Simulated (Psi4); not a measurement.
C3H5BrClF (SMILES CC[C@@](F)(Cl)Br), singlet, at a GFN2-xTB geometry; Psi4 with PBE/def2-TZVP.

The Psi4 input:
```
memory 2 GB

molecule mol {
0 1
  C    -2.493764    0.473292   -0.041300
  C    -1.182984    1.246365   -0.135259
  C    -0.015736    0.348029   -0.492114
  F    -0.230298   -0.302172   -1.650129
  Cl    1.491398    1.296958   -0.677037
  Br    0.272925   -1.038419    0.872331
  H    -2.457920   -0.256288    0.764274
  H    -2.698935   -0.046462   -0.974315
  H    -3.308420    1.164176    0.156588
  H    -0.958622    1.740517    0.811098
  H    -1.254647    2.007866   -0.916423
}

set basis def2-tzvp
set reference rks

energy('pbe')
print_variables()
```

Problem. Write the output that Psi4 gives for this input, abridged.

Solution. 
```
   => Loading Basis Set <=

    Name: DEF2-TZVP
    Role: ORBITAL
    Keyword: BASIS

         ---------------------------------------------------------
                                   SCF
               by Justin Turney, Rob Parrish, Andy Simmonett
                          and Daniel G. A. Smith
                              RKS Reference
         ---------------------------------------------------------

  ==> Geometry <==

    Molecular point group: c1
    Full point group: C1

    Geometry (in Angstrom), charge = 0, multiplicity = 1:

       Center              X                  Y                   Z               Mass
    ------------   -----------------  -----------------  -----------------  -----------------
         C           -2.575661835761     0.547346111775    -0.073692133984    12.000000000000
         C           -1.264881835761     1.320419111775    -0.167651133984    12.000000000000
         C           -0.097633835761     0.422083111775    -0.524506133984    12.000000000000
         F           -0.312195835761    -0.228117888225    -1.682521133984    18.998403162730
         CL           1.409500164239     1.371012111775    -0.709429133984    34.968852682000
         BR           0.191027164239    -0.964364888225     0.839938866016    78.918337600000
         H           -2.539817835761    -0.182233888225     0.731881866016     1.007825032230
         H           -2.780832835761     0.027592111775    -1.006707133984     1.007825032230
         H           -3.390317835761     1.238230111775     0.124195866016     1.007825032230
         H           -1.040519835761     1.814571111775     0.778705866016     1.007825032230
         H           -1.336544835761     2.081920111775    -0.948815133984     1.007825032230

  Running in c1 symmetry.

  Rotational constants: A =      0.06595  B =      0.05406  C =      0.03696 [cm^-1]
  Rotational constants: A =   1976.99477  B =   1620.74766  C =   1107.98095 [MHz]
  Nuclear repulsion =  542.170840697886433

  Charge       = 0
  Multiplicity = 1
  Electrons    = 84
  Nalpha       = 42
  Nbeta        = 42

  ==> Algorithm <==

  SCF Algorithm Type is DF.
  DIIS enabled.
  MOM disabled.
  Fractional occupation disabled.
  Guess Type is SAD.
  Energy threshold   = 1.00e-06
  Density threshold  = 1.00e-06
  Integral threshold = 1.00e-12

  ==> Primary Basis <==

  Basis Set: DEF2-TZVP
    Blend: DEF2-TZVP
    Number of shells: 93
    Number of basis functions: 239
[...]
   @DF-RKS iter   5: -3250.79465189776465   -1.09344e-02   5.58232e-04 ADIIS/DIIS
   @DF-RKS iter   6: -3250.80332888319936   -8.67699e-03   5.46163e-05 DIIS
   @DF-RKS iter   7: -3250.80340216872128   -7.32855e-05   1.88844e-05 DIIS
   @DF-RKS iter   8: -3250.80341092580966   -8.75709e-06   5.29251e-06 DIIS
   @DF-RKS iter   9: -3250.80341172822818   -8.02419e-07   1.38995e-06 DIIS
   @DF-RKS iter  10: -3250.80341178176832   -5.35401e-08   4.99847e-07 DIIS
  Energy and wave function converged.

  ==> Post-Iterations <==

   Electrons on quadrature grid:
      Ntotal   =   83.9999505849 ; deviation = -4.942e-05

    Orbital Energies [Eh]
    ---------------------

    Doubly Occupied:

[...]
    Virtual:

[...]
    Final Occupation by Irrep:
              A
    DOCC [    42 ]
    NA   [    42 ]
    NB   [    42 ]

  @DF-RKS Final Energy: -3250.80341178176832

   => Energetics <=

    Nuclear Repulsion Energy =            542.1708406978864332
    One-Electron Energy =               -5594.1809866345001865
    Two-Electron Energy =                1948.5533451520955168
    DFT Exchange-Correlation Energy =    -147.3466109972497406
    Empirical Dispersion Energy =           0.0000000000000000
    VV10 Nonlocal Energy =                  0.0000000000000000
    Total Energy =                      -3250.8034117817683182

Computation Completed

Properties will be evaluated at   0.000000,   0.000000,   0.000000 [a0]

Properties computed using the SCF density matrix

 Multipole Moments:

 ------------------------------------------------------------------------------------
     Multipole            Electronic (a.u.)      Nuclear  (a.u.)        Total (a.u.)
 ------------------------------------------------------------------------------------

 L = 1.  Multiply by 2.5417464519 to convert [e a0] to [Debye]
 Dipole X            :         12.3163337          -13.0001955           -0.6838619
 Dipole Y            :        -11.2964277           11.7551234            0.4586957
 Dipole Z            :          5.2721635           -5.1418697            0.1302938
 Magnitude           :                                                    0.8336937

 ------------------------------------------------------------------------------------

  Variable Map:
  ----------------------------------------------------------------------------
[...]
  Array Variable Map:
  ----------------------------------------------------------------------------
[...]
[...]
```
